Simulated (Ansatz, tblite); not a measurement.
Cost and result up the ladder for [(Cl)3Ti]2S (Ti2SCl6) (9 atoms). Total charge 0; singlet. Geometry: r2SCAN-D4/def2-SVP.

```xyz
9

Ti   -1.639    0.055    0.645
Cl   -2.804    0.200   -1.179
Cl   -2.825    0.749    2.318
Cl   -0.985   -1.987    0.992
S     0.158    1.428    0.549
Ti    1.663    0.155   -0.564
Cl    3.077    1.540   -1.440
Cl    2.698   -1.169    0.806
Cl    0.658   -0.971   -2.126
```

Ansatz on 4 threads of Intel Xeon 6975P-C on a shared host; xTB runs through tblite on one thread. Times are rough, summed over both states, and most runs start from the orbitals of an earlier one. PBE0-D4/def2-TZVP serves as the yardstick here, not as an exact answer. The other state is a triplet.

The xTB rows come from tblite.

xTB has no spin-polarisation term.

| level | functions | wall time | vertical triplet (eV) | difference from PBE0-D4/def2-TZVP (eV) |
| --- | --- | --- | --- | --- |
| GFN1-xTB | 81 | 0.061 s | 2.29 | -0.46 |
| GFN2-xTB | 81 | 0.062 s | 2.30 | -0.44 |
| PBE-D4/def2-TZVP (with forces) | 349 | 28 s | 2.75 | 0.01 |
| PBE0-D4/def2-TZVP | 349 | 56 s | 2.75 | 0.00 |
| r2SCAN-D4/def2-TZVP | 349 | 60 s | 2.77 | 0.03 |
